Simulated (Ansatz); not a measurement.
# Two structures, one formula

The two ends of one reaction step of SiH7O2F, closed shell (PBE0-D4/def2-TZVP).

A:

```tsv
atom	x (Å)	y (Å)	z (Å)
Si1	-1.5465	-0.3950	-0.2391
O2	-0.5993	-0.0132	1.0865
H3	-0.7671	-1.3912	-0.9996
H4	-2.8200	-0.9933	0.2455
H5	-1.8577	0.8084	-1.0435
H6	1.6031	0.6535	-0.9861
F7	1.1433	0.8041	-1.8073
H8	1.1866	0.1340	0.8897
O9	2.0678	0.3118	0.5093
H10	-0.9894	0.5750	1.7360
H11	2.5793	-0.4940	0.6087
```

B:

| atom | x (Å) | y (Å) | z (Å) |
| --- | --- | --- | --- |
| Si1 | -1.3900 | -0.5139 | -1.0205 |
| O2 | -0.2998 | 0.2832 | 1.5050 |
| H3 | -1.9478 | -0.9381 | -2.3325 |
| H4 | -1.5599 | -1.6049 | -0.0432 |
| H5 | -2.0295 | 0.7576 | -0.6260 |
| H6 | 1.8237 | 0.2868 | -0.3857 |
| F7 | 0.1816 | -0.2774 | -1.3285 |
| H8 | 0.6486 | 0.4248 | 1.3363 |
| O9 | 2.2551 | 0.5600 | 0.4334 |
| H10 | -0.6240 | 1.1114 | 1.8639 |
| H11 | 2.9421 | -0.0895 | 0.5981 |

Program: Ansatz 0.2.0. Basis: def2-TZVPP. Cores are frozen in the correlated methods. B3LYP uses VWN-RPA correlation.

Q: Which structure is lower at CCSD(T), and by how much? (An estimate is asked for; the value comes from the calculation.)

A: By the calculation: B, by 0.237 eV (electronic energy, against the other). By their contacts, A is a complex of SiH₄O ([OH][SiH3]) + H₂O + HF and B is a complex of SiH₃F ([F][SiH3]) + H₂O + H₂O.

All methods give the same order:

| method | E(B) − E(A) (eV) |
| --- | --- |
| SPW92 | -0.092 |
| PBE-D4 | -0.177 |
| BLYP-D4 | -0.220 |
| r2SCAN-D4 | -0.232 |
| B97M-V | -0.304 |
| PBE0-D4 | -0.191 |
| B3LYP-D4 | -0.227 |
| r2SCAN0-D4 | -0.230 |
| BHLYP-D4 | -0.260 |
| CAM-B3LYP-D4 | -0.227 |
| wB97X-V | -0.244 |
| wB97M-V | -0.259 |
| B2PLYP | -0.237 |
| PBE-QIDH | -0.208 |
| RPA on PBE | -0.255 |
| HF | -0.339 |
| MP2 | -0.215 |
| CCSD | -0.254 |
| CCSD(T) | -0.237 |

No T1 diagnostic of these runs exceeds 0.010.

Labels in which every atom is bracketed show which atoms are joined, not bond orders.

For scale, one of the runs: CCSD(T)/def2-TZVPP, 233 basis functions, launched by `ansatz run in.yaml --threads 4 --pin off --events-out ev --progress --plain --max-ram 9574MiB`. The run took 110 s on 4 CPU threads of an Arm Neoverse V2 (shared host), with 4.3 GiB of host memory at its peak.
